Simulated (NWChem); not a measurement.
System: CAuIO; SMILES [O+]#[C-]->[Au][I]

```xyz
4

Au     0.0016     0.6796     0.0000
I     -0.0011    -1.8727     0.0000
O     -0.0072     3.7392     0.0000
C     -0.0019     2.6082     0.0000
```
Atoms are numbered in this order, from 1.

Results from NWChem. Coordinates come from a PBE0/def2-SVP optimisation. def2 effective core potentials on I, Au; no spin-orbit coupling.

For level B3LYP/def2-SVP:

| Quantity | Result |
|---|---|
| highest occupied level (eV) | -6.82 |
| orbital gap (eV) | 4.23 |
| dipole (D) | 3.65 |

Problem. How do the values read with level BP86/def2-SVP instead?

Solution. 
| Property | Result |
|---|---|
| highest occupied level (eV) | -6.23 |
| orbital gap (eV) | 2.91 |
| dipole (D) | 3.16 |
